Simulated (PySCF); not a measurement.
Isomers of C8H7N. Computed with PySCF 2.14.0, PBE0-D3(BJ)/def2-TZVP geometry optimisation, gas phase. One conformer each; no zero-point energy, no entropy. No frequencies were run at this level. Point groups hold within 0.08 Å.

**Question.** Order them by energy at this level, lowest first, and give relative energies in kJ/mol.
A. `c1(C#N)c(cccc1)C` (ortho-tolunitrile)
B. `c1ccc2[nH]ccc2c1` (indole)
C. `Cc1cccc(C#N)c1` (meta-tolunitrile)

**Answer.** B (0.0), A (53.1), C (56.9).

As drawn, the lowest has an N–H bond, which the highest lacks; the highest has a C≡N group, which the lowest lacks. Neighbours under 10 kJ/mol apart (Cc1ccccc1C#N and Cc1cccc(C#N)c1) can change places with a better method, another conformer or zero-point energy.

| SMILES | E (Eh) | E rel (kJ/mol) | dipole (D) | point group | A, B, C (MHz) |
| --- | --- | --- | --- | --- | --- |
| c1ccc2[nH]ccc2c1 | -363.53569 | 0.0 | 2.21 | Cs | 3924, 1653, 1163 |
| Cc1ccccc1C#N | -363.51547 | 53.1 | 4.37 | near Cs | 2922, 1517, 1005 |
| Cc1cccc(C#N)c1 | -363.51401 | 56.9 | 5.04 | near Cs | 3336, 1211, 893.2 |

**Question.** How do the relative energies change in single points at B97-2/pcSseg-2 (no added dispersion term) on the same geometries?

**Answer.** 
| SMILES | PBE0-D3(BJ)/def2-TZVP (kJ/mol) | B97-2/pcSseg-2 (kJ/mol) | shift |
| --- | --- | --- | --- |
| c1ccc2[nH]ccc2c1 | 0.0 | 0.0 | 0.0 |
| Cc1ccccc1C#N | 53.1 | 40.9 | -12.2 |
| Cc1cccc(C#N)c1 | 56.9 | 42.5 | -14.4 |

Each column counts from its own lowest isomer. The order is unchanged; the largest shift is 14.4 kJ/mol.
